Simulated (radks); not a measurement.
Problem. Ionisation of the chlorine ion Cl+, [Ne] 3s2 3p4, to [Ne] 3s2 3p3 as the strength of local exchange is varied. All-electron calculation, non-relativistic Kohn-Sham, Slater X-alpha exchange (alpha = 2/3 is LDA exchange), no correlation, spin-polarised, spherical densities, point nucleus; open shells are filled with parallel spins first. Program: a radial shooting solver on a logarithmic mesh with Libxc functionals.

alpha  E(Cl+) (hartree)  exchange (hartree)  IE (eV)  -e of the level emptied (eV)  <r> of it (bohr)
0.572        -453.37457           -21.31180   20.949                   15.642 (3p)             1.779
0.667        -456.92556           -25.01209   22.039                   16.727 (3p)             1.746
0.761        -460.46170           -28.71830   23.149                   17.837 (3p)             1.715
0.833        -463.18537           -31.58725   24.021                   18.714 (3p)             1.692
0.869        -464.55213           -33.03152   24.464                   19.160 (3p)             1.680
0.94         -467.25728           -35.89908   25.351                   20.056 (3p)             1.659
0.99         -469.16997           -37.93372   25.986                   20.700 (3p)             1.644
x            -454.15755           -22.12583   21.187                   15.879 (3p)             1.772

Which alpha was used in the last row?

Solution. alpha = 0.593. NIST Atomic Spectra Database: 23.814 eV (measured). The Delta-SCF value meets it near alpha = 0.82. Open shells are spherical and high-spin; term and fine-structure splittings are not resolved.
